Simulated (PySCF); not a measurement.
# Stationary points of BiO2

Computed with PBE0/[Bi def2-TZVP with ECP60, O def2-TZVP], scalar-relativistic core potentials, density fitting, no spin–orbit coupling, PySCF.

Relaxations began from a few typed shapes; open shells are unrestricted. The search is not exhaustive: other isomers or separated fragments can lie lower, and high-lying points may rest on an excited occupation.

Question: Order these stationary points by electronic energy, lowest first, in kJ/mol from the lowest minimum.
A. doublet D∞h: Bi–O 1.964 Å (×2); O–Bi–O 180.0°
B. doublet Cs: Bi–O 1.886 Å, Bi–O 2.069 Å; O–Bi–O 100.6°
C. doublet C2v: Bi–O 1.928 Å (×2); O–Bi–O 115.9°

Answer: B (0.0), C (11.0), A (110.8).

Question: Which of them are minima?

Answer: By energy in kJ/mol, 0.0: minimum; 11.0: saddle point, 1 imaginary mode; 110.8: saddle point, 2 imaginary modes.

For the lowest minimum: with an element this heavy the missing spin–orbit coupling can shift these numbers.
